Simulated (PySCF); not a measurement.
## CdH⁺ from Hartree–Fock to correlated methods

State: ¹Σ⁺ (singlet), closed shell. Set-up: PySCF, scalar-relativistic core potentials, basis sets Cd def2-TZVP with ECP28, H def2-TZVP. De refers to Cd⁺ + H in their ground configurations, without counterpoise correction. A positive dipole points towards H; it is taken about the centre of mass and depends on that origin.

```csv
Level,Re (Å),ωe (cm⁻¹),De (eV),μ (D),"CPU s a point (SCF and correlation, without the integrals)"
RHF,1.684,1874,0.90,-2.72,0.036
RHF-MP2,1.629,1919,1.76,n/a,0.062
RHF-SCS-MP2,1.641,1888,1.84,n/a,n/a
RHF-CCSD,1.660,1788,1.92,n/a,n/a
RHF-CCSD(T),1.662,1760,1.99,n/a,1.8
PBE,1.670,1745,2.21,-1.10,0.38
revPBE,1.675,1730,2.10,-1.19,0.27
BLYP,1.677,1715,2.24,-1.00,0.28
TPSS,1.667,1789,2.26,-1.40,0.62
r²SCAN,1.652,1826,2.16,-1.42,0.59
PBE0,1.663,1813,2.02,-1.52,0.67
```

Task: Which functional lies closest to RHF-CCSD(T) in De, which farthest, and by how much do they differ from it?

Result: Closest is PBE0 (+0.1 pm in Re, +3.0 % in ωe, +0.03 eV in De against RHF-CCSD(T) in the same basis), farthest TPSS (+0.5 pm in Re, +1.6 % in ωe, +0.27 eV in De). CCSD(T) converges more slowly with the basis than the functionals do and binds too weakly in this one, so the order can change at the basis-set limit.

Task: What does a quarter of exact exchange do here, going from PBE to PBE0?

Result: PBE0 less PBE: -0.7 pm in Re, +3.9 % in ωe, -0.19 eV in De. Exact exchange removes part of the self-interaction that spreads semilocal densities, and in most molecules shortens and stiffens the bond and lowers De; so it does here.

Task: What does second-order correlation do here, going from RHF to RHF-MP2?

Result: RHF-MP2 less RHF: -5.5 pm in Re, +2.4 % in ωe, +0.86 eV in De. Correlation nearly always deepens the well. The bond shortens, as in weak, metallic or heavy-atom bonds, where dispersion and the correlation of outer-core electrons pull the atoms together.

Correlated steps freeze no core orbitals. For an ion De counts to the pair picked by the measured ionisation energies or electron affinities, which need not be the lowest pair at this level. Where the molecule has an RHF reference, its open-shell atoms are computed with UHF.

The whole job (state search and all levels along the bond) took about 1.1 min on 1 thread of Arm Neoverse V2 (shared host), peak memory 0.57 GiB.
